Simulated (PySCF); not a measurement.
Computed IR spectrum (relative IR intensity) of a molecule CH₇ClFNSi₂. Geometry: PBE-D3(BJ)/def2-SVP. One conformer was computed; it need not be the lowest. Level of theory: PBE-D3(BJ)/def2-SVP in PySCF. Frequencies are harmonic and unscaled.

ν (cm⁻¹): 240 (vw), 294 (w), 397 (m), 505 (m), 605 (m), 688 (m), 759 (vw), 779 (m), 797 (s), 879 (m), 895 (m), 914 (vs), 930 (vs), 975 (w), 1157 (vs), 1229 (w), 1376 (vw), 2155 (s), 2159 (m), 2187 (m), 3494 (m) (against the strongest line: vs over 80 %, s over 45 %, m over 15 %, w over 4 %, vw less)

**Question.** Pick the molecule that these values belong to.
A) NC[Si@@H](F)[SiH2]Cl
B) CN[Si@H](F)[SiH2]Cl
C) C[Si@](F)(Cl)N[SiH3]
D) N[Si@@](F)(Cl)C[SiH3]

**Answer.** C, C[Si@](F)(Cl)N[SiH3]
